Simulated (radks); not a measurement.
The numbers below are computed, except where a source is named.
Coulomb parameter of the 4d shell of the molybdenum ion Mo3+ in the model configuration [Kr] 4d1.5 5p1.5, as a second difference U = [E(n + 0.5) + E(n - 0.5) - 2 E(n)] / (0.5)^2 with all orbitals relaxed. "Bare": the charge of the atom changes with n. "Screened": the 5p shell takes up the change at fixed total charge, which measures U(4d,4d) + U(5p,5p) - 2 U(4d,5p). Level of theory: Dirac Kohn-Sham, PBE, spin-unpolarised, spherical densities, point nucleus; open shells are shared between the two j in proportion to 2j + 1 (a radial shooting solver on a logarithmic mesh with Libxc functionals).

case              configuration  E - E(n) (eV)
start          [Kr] 4d1.5 5p1.5          0.000
bare +0.5        [Kr] 4d2 5p1.5        -18.050
bare -0.5        [Kr] 4d1 5p1.5         21.350
screened +0.5      [Kr] 4d2 5p1         -7.533
screened -0.5      [Kr] 4d1 5p2          8.128

U(bare) = 13.199 eV, U(screened by 5p) = 2.381 eV.
